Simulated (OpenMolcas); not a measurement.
# F IV: effect of the level shift or regulariser

```
Program             : OpenMolcas 26.06
Basis               : ANO-RCC-VQZP [5s4p3d2f1g]
Scalar Hamiltonian  : DKH2, point nucleus
Active space        : 4 electrons in 8 orbitals (2s 2p 3s 3p)
State averaging     : 2S+1 = 3 even, 3 roots; 2S+1 = 1 even, 6 roots; 2S+1 = 5 odd, 1 root; 2S+1 = 3 odd, 9 roots; 2S+1 = 1 odd, 8 roots
Spin-orbit coupling : RASSI with atomic mean-field integrals over the reference wave functions, term energies averaged over their components
```

Methods on the same reference wave functions:
A. CASSCF
B. SS-CASPT2, IPEA 0.25 Eh, imaginary shift 0.1 Eh (closed shells correlated: 1s)
C. SS-CASPT2, IPEA 0.25 Eh, sigma2 regulariser 0.3 Eh (closed shells correlated: 1s)

Energies in cm⁻¹ above 2s² 2p² ³P₀, the measured ground level; measured values from Moore, Atomic Energy Levels, vol. I, NSRDS-NBS 35 (1971 reprint of NBS Circular 467, 1949).

```json
{"Level": "2s² 2p² ³P₀", "A": "0.0", "B": "0.0", "C": "0.0", "Measured": "0.0"}
{"Level": "2s² 2p² ³P₁", "A": "217", "B": "217", "C": "217", "Measured": "225"}
{"Level": "2s² 2p² ³P₂", "A": "634", "B": "634", "C": "634", "Measured": "613"}
{"Level": "2s² 2p² ¹D₂", "A": "27946", "B": "25640", "C": "25640", "Measured": "25241"}
{"Level": "2s² 2p² ¹S₀", "A": "49630", "B": "53490", "C": "53490", "Measured": "53544"}
{"Level": "2s 2p³ ⁵S°₂", "A": "63822", "B": "72340", "C": "72340", "Measured": ""}
{"Level": "2s 2p³ ³D°₁", "A": "150998", "B": "146750", "C": "146750", "Measured": "147902"}
{"Level": "2s 2p³ ³D°₂", "A": "151003", "B": "146750", "C": "146750", "Measured": "147889"}
{"Level": "2s 2p³ ³D°₃", "A": "151016", "B": "146770", "C": "146770", "Measured": "147842"}
{"Level": "2s 2p³ ³P°₀", "A": "176276", "B": "175050", "C": "175050", "Measured": ""}
{"Level": "2s 2p³ ³P°₁", "A": "176286", "B": "175060", "C": "175060", "Measured": "175242"}
{"Level": "2s 2p³ ³P°₂", "A": "176304", "B": "175080", "C": "175080", "Measured": "175237"}
{"Level": "2s 2p³ ¹D°₂", "A": "243428", "B": "230060", "C": "230060", "Measured": ""}
{"Level": "2s 2p³ ³S°₁", "A": "249635", "B": "238750", "C": "238750", "Measured": ""}
{"Level": "2s 2p³ ¹P°₁", "A": "268348", "B": "257910", "C": "257910", "Measured": "257390"}
```

Deviations, from unrounded energies. A percentage is the sum of absolute deviations over the sum of measured energies, with the sign that they share, or ± where signs differ.

| Against measurement | Levels | A | B | C |
| --- | --- | --- | --- | --- |
| mean absolute deviation (cm-1) | 10 | 2900 | 470 | 470 |
| fine structure of the ground term (%) | 2 | ±3.5 | ±3.4 | ±3.4 |
| other terms of the ground configuration (%) | 2 | ±8.4 | ±0.6 | ±0.6 |
| other configurations (%) | 6 | +2.1 | ±0.4 | ±0.4 |

B, C lie about equally close to measurement and A furthest from it. The largest miss of B in the table is 2s 2p³ ³D°₁, by -1200 cm-1. The ranking rests on the paired levels alone, and a cruder setting can come out closer through cancelling errors.

Between B and C no level of the table moves by more than 5 cm-1.

The two smallest mean deviations differ by little beside CASPT2's spread within terms, so their order carries little weight.

From A to B the spin-free energies of the other terms of 2s² 2p² shown, above ³P, scale by factors of 0.92 to 1.08.

The lowest spin-free term lies below A's lowest term by 0.072 hartree in B, 0.072 hartree in C.

Term energies are means over components that CASPT2 splits; among the terms shown or strongly mixed into the levels shown the widest spread is 33 cm-1 (2s² 2p² ¹D, C). Active for correlation alone: 3p 3s; no level in the range computed is led by a configuration that fills them, so any true level of that kind is missing. Computed and measured levels are paired by configuration, term and J; levels that our copy of the source lacks, or whose pairing is in doubt (as where it misses far off the trend of its configuration), stay unpaired and out of the deviations. Levels of configurations outside the active space are missing.

° marks odd parity.
